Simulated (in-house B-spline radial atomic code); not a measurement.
# RPA and G0W0 on LC-wPBE: Al²⁺

Configuration [Ne] 3s1, highest spin, mean-field start LC-wPBE. Computed with an all-electron radial atomic-structure program (B-spline basis): all electrons, non-relativistic, point nucleus, each spin shell either full or empty, empty states to l = 9 with an (l + 1/2)⁻⁴ tail; G0W0 by contour deformation at full frequency.

RPA overbinds a lone outer s electron by self-correlation, and G0W0 tends to as well.

Command:
```bash
python run_gw.py task.json out
```
Settings (radii: box in bohr, nucleus in fm):
```
Z                        13
electrons                11
configuration            [Ne] 3s1
hamiltonian              nr
method                   lc_wpbe
lmax                     9
spin_polarised           True
box_radius               17.55
intervals                48
ion_configuration        [He] 2s2 2p6
```

Cost of the run: 2 s on 1 thread of Arm Neoverse V1 (shared host).

Energies (hartree):

```tsv
term	value
mean-field total	-241.36612
Hartree-Fock functional on these orbitals	-241.02259
direct second order	-0.69484
second-order exchange	0.25339
SOSEX correction	0.23327
```

Problem. What is the RPA correlation energy, and what remains with SOSEX?

Solution. RPA gives -0.61946 hartree (-1.53 eV per electron); RPA + SOSEX gives -0.38619, and the second-order doubles -0.44145 hartree (no singles). SOSEX takes back 38 % of the RPA value.

Quasi-particle levels (eV):

```csv
level,occupied,mean field,Σx - vxc,Σc,QP weight,G0W0
3s up,yes,-28.194,0.08,?,?,?
2p down,yes,-96.00,-11.97,2.99,0.911,-104.98
3s down,no,-18.906,1.72,-1.40,0.963,-18.586
```

G0W0 = mean field + (Σx - vxc) + Σc, with Σc (partial-wave tail included) taken at the quasi-particle energy. Only the outer levels were computed. Levels of low weight are left out.

Problem. Where does G0W0 put 3s up?

Solution. At -29.050 eV, with Σc = -0.93 eV and a quasi-particle weight of 0.974. The tabulated removal energy is 28.448 eV (NIST, measured); the calculation leaves out relativity, Breit and QED terms, and what these don't explain is the method's own error.

Problem. What does it cost to remove one electron (to [He] 2s2 2p6) by differences of total energies, each species on its own start (correlation terms add to the Hartree-Fock functional)?

Solution. LC-wPBE 28.655 eV, Hartree-Fock functional 28.008 eV, + RPA 28.788 eV, + RPA + SOSEX 28.334 eV, + second order 28.425 eV. Tabulated: 28.448 eV (NIST, measured); the calculation leaves out relativity, Breit and QED terms, and what these don't explain is the method's own error.
